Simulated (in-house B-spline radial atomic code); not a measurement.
Configurations of Sr⁺, with energies counted from [Kr] 5s1. Computed with a radial B-spline atomic code at the basis-set limit: scalar-relativistic (X2C) RPBE, spin-polarised, spherical fractional occupations, Fermi nucleus of rms radius 4.224 fm. Shells without spins written out take the highest spin.

Occupations are held fixed; configurations that lie above the ionisation limit could autoionise.

```csv
configuration,E - E(ref) (eV),highest orbital,its <r> (bohr)
[Kr] 5p1,2.8796,5p up,4.84
"[Kr] 4f(0 up, 1 down)",7.4466,4f down,8.399
"[Ar] 3d10 4s2 4p(2 up, 3 down) 5s(0 up, 1 down) 5f(1 up, 0 down)",32.303,5f up,13.51
[Ar] 3d10 4s1 4p6 5s1 6s1,47.699,6s up,7.333
[Ar] 3d9 4s2 4p6 5s1 5d1,143.46,5d up,6.325
[Ar] 3d9 4s2 4p6 4f1 5s1,145.04,4f up,7.528
[Ar] 3d9 4s2 4p6 5s1 6d1,145.57,6d up,11.71
```

Q: Order these further configurations by energy, lowest first.
A. [Ar] 3d9 4s2 4p6 5s2
B. [Ar] 3d10 4s(1 up, 0 down) 4p6 5s(1 up, 0 down) 6f(0 up, 1 down)
C. [Ar] 3d10 4s2 4p5 4f1 5s1
D. [Ar] 3d10 4s1 4p6 5s1 6d1
E. [Ne] 3s2 3p5 3d10 4s2 4p6 4f1 5s1

A: C (30.994 eV), D (50.313 eV), B (51.752 eV), A (136.08 eV), E (272.94 eV).

Q: How far above the reference does [Ar] 3d9 4s2 4p6 5s1 6s1 lie?

A: 142.94 eV; its least bound orbital is 6s up with <r> = 7.272 bohr.

Q: How far above the reference does [Ne] 3s2 3p(2 up, 3 down) 3d10 4s2 4p6 5s(0 up, 1 down) 6d(1 up, 0 down) lie?

A: 273.58 eV; its least bound orbital is 6d up with <r> = 11.93 bohr.
